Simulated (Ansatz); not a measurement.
`[SiH3]B[CH2][InH2]` + HCl → `[Cl][InH2]` + `CB[SiH3]` at 500 K and 1 bar (ligand exchange at the In–C bond).

Gas-phase electronic energies from Ansatz, PBE0-D4/def2-TZVP geometries. CCSD(T)/CBS adds triple-zeta CCSD(T) − MP2 to the extrapolated MP2 energy (def2 sets, frozen cores). This one scheme is used for every species. def2 core potentials past Kr. For In outer-core shells are correlated without core-valence functions, which leaves a few kJ/mol of doubt a bond. Each species was taken in one conformer, which may not be the lowest.

| species | CCSD(T)/CBS energy (Eh) | H − E (kJ/mol) | S (J/(mol·K)) |
| --- | --- | --- | --- |
| `[SiH3]B[CH2][InH2]` | -546.51356 | 253.0 | 440.7 |
| HCl | -460.38127 | 32.5 | 201.9 |
| `[Cl][InH2]` | -650.81839 | 58.5 | 307.0 |
| `CB[SiH3]` | -356.10570 | 230.4 | 372.1 |

H − E and S are ideal-gas, rigid-rotor, harmonic terms from PBE0-D4/def2-TZVP, for one conformer and one mirror image of each species. 1 Eh = 2625.50 kJ/mol, R = 8.31446 J/(mol·K).

Q: By hand: ΔE, ΔH, ΔS and ΔG.

A: ΔE = (-650.81839) + (-356.10570) − (-546.51356) − (-460.38127) = -0.02926 Eh = -76.8 kJ/mol. Δ(H − E) = 58.5 + 230.4 − 253.0 − 32.5 = 3.4, so ΔH = -73.4 kJ/mol. ΔS = 307.0 + 372.1 − 440.7 − 201.9 = 36.5 J/(mol·K). ΔG = -73.4 − 500 × (36.5)/1000 = -91.7 kJ/mol.

Q: By hand: the equilibrium constant, and the temperature at which ΔG would vanish if ΔH and ΔS stayed fixed.

A: log₁₀ K = −ΔG/(RT ln 10) = 9.6. ΔH and −TΔS have one sign here, so there is no such temperature.

ΔH outweighs TΔS. A doubt of 5 kJ/mol in ΔE shifts log₁₀ K by 0.5 here. Other conformers and mirror images would add mixing entropy, several J/(mol·K) or more a flexible species. Modes under 60 cm⁻¹, often nearly free rotors, make the harmonic entropy too high. These are equilibria of isolated gas molecules and say nothing of rates. Largest T1 diagnostic: 0.014 (customary marks: 0.02 for closed shells, 0.045 for open ones).
